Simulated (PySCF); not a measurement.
**UHF on Cl⁺ (chlorine, charge +1)**

Configuration: [Ne] 3s2 3p4, high-spin 3P determinant. All numbers are calculated (PySCF 2.14, no relativity, point nucleus, in cc-pV(T+d)Z (5s4p3d1f, 39 functions)).

```json
{"Total energy": "-459.052900 hartree", "One-electron energy": "-627.2785 hartree", "Hartree (Coulomb) energy": "195.4869 hartree", "Exchange energy": "-27.2613 hartree", "Kinetic energy": "459.02549 hartree", "⟨S²⟩": "2.0109", "⟨L²⟩": "2.038", "Sum of ⟨r⟩": "13.35 bohr", "Sum of ⟨r²⟩": "20.73 bohr²", "Traceless quadrupole moment −½Σ⟨3z² − r²⟩ along its main axis": "-1.45 e·bohr²", "Density at the nucleus (Gaussians lack the cusp)": "3180 bohr⁻³", "Spin density at the nucleus": "0.295 bohr⁻³", "Langevin diamagnetic susceptibility": "-16.4 ×10⁻⁶ cm³/mol", "Time after the integrals": "0.18 s of wall time on 1 thread of Neoverse-N1 (shared host)"}
```

```tsv
shell	electrons	mean orbital energy (eV)	spread (eV)	rms radius, mean of both spins (bohr)
1s α	1	-2867.4	0	0.106
1s β	1	-2866.7	0	0.106
2s α	1	-301.72	0	0.481
2s β	1	-301.05	0	0.481
2p α	3	-232.95	0.743	0.451
2p β	3	-231.74	0.559	0.451
3s α	1	-43.557	0	1.62
3s β	1	-36.618	0	1.62
3p α	3	-26.361	2.269	1.85
3p β	1	-23.648	0	1.85
```
